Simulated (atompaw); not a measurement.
## What one change does to a pseudopotential (Tl, PAW (atompaw))

atompaw 4.2.0.5 input, output lines left out:

```
Tl 81
GGA-PBESOL scalarrelativistic loggrid 2001 logderivrange -3 5 201
6 6 5 4 0 0
6 1 1
0 0 0
c
c
c
c
c
v
c
c
c
c
v
c
c
c
c
1
1.70 1.55 1.40 1.70
y
0.8
n
y
0.65
n
custom rrkj gramschmidtortho sinc
2 0.5 troulliermartins
1.70
1.70
1.25
1.25
```

Change: all radii scaled by about 0.85 (s 1.44, p 1.06 bohr); local potential troulliermartins scheme with l = 2 at 0.5 Ry, radius 1.20 bohr; augmentation sinc compensation charge, radius 1.32 bohr; PAW radius 1.44 bohr; waves and projectors: custom rrkj gramschmidtortho; core correction smooth core density matched at 1.44 bohr.

Cutoffs: the cutoffs (Ry, on a coarse ladder) from which the occupation-weighted sum of valence levels, in a spherical-Bessel basis at the reference potential, stays within 10 and 1 mRy of its value at 400 Ry; they do not see the model core or the augmentation charge, which bear on the density cutoff.

**Question.** What does the change do?

**Answer.** The potential gets neither clearly harder nor softer (35 Ry and 55 Ry → 40 Ry and 50 Ry); both files keep a bound ghost (d, p, s).

| quantity | base | changed |
| --- | --- | --- |
| cutoff, loose | 35 Ry | 40 Ry |
| cutoff, tight | 55 Ry | 50 Ry |
| loose cutoff by channel (10 mRy a level) | s 35 Ry, p 30 Ry | s 40 Ry, p 30 Ry |
| bound ghosts | s, p, d | s, p, d |
| lowest overlap eigenvalue by channel | s 0.00, p 0.26 | s 0.03, p 0.50 |

Changed file: The 6p radius (1.06 bohr) lies inside the outermost node of the all-electron wave (1.23 bohr), which a nodeless pseudo-wave cannot match soundly. A true bound ghost makes a file unfit for plane-wave use even where its test errors are small: the radial tests pick states by their node count and pass the ghost by. The cutoffs see the waves, projectors and local potential, not the compensation charge or the core.
